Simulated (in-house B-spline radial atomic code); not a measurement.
**Ionising the scandium ion Sc³⁺ with different functionals**

Computed with a B-spline radial code for spherical atoms: non-relativistic Hamiltonian, point nucleus, spin-polarised at highest spin, spherical fractional occupations for the functionals, and exact exchange of hybrids averaged over the configuration. The ionisation energy is the difference of two self-consistent energies, [Ne] 3s2 3p6 → [Ne] 3s2 3p5, without Breit or QED terms; ε is the level of the shell that loses the electron (its least bound occupied spin orbital).

```tsv
method	rung	ΔSCF (eV)	-ε(3p) (eV)
PBE0	global hybrid	?	?
B3LYP	global hybrid	73.57	66.67
TPSSh	global hybrid	73.70	65.84
M06-2X	global hybrid	73.19	69.53
BHandHLYP	global hybrid	73.47	69.57
r2SCAN0	global hybrid	73.97	67.69
B97-1	global hybrid	73.50	66.66
HSE06	range-separated hybrid	73.55	66.73
wB97X	range-separated hybrid	73.45	69.66
CAM-B3LYP	range-separated hybrid	73.53	68.63
LC-wPBE	range-separated hybrid	?	?
```

Problem. What does LC-wPBE give?

Solution. ΔSCF 73.60 eV, and -ε(3p) = 70.02 eV.

Problem. What does PBE0 give?

Solution. ΔSCF 73.56 eV, and -ε(3p) = 67.16 eV.

Problem. Among the functionals, which spreads more, the ΔSCF values or the orbital energies?

Solution. The orbital energies: ΔSCF values span about 0.78 eV and the orbital energies 4.18 eV; here energy differences depend much less on the functional than eigenvalues do.

Problem. How do they compare with the NIST value?

Solution. NIST lists 73.489 eV (measured, ground level to ground level). Errors run from -0.30 to +0.48 eV; B97-1 is closest (+0.01 eV), but part of that can be cancellation, since the calculations leave out relativity, Breit-QED terms, multiplet and fine-structure energies.
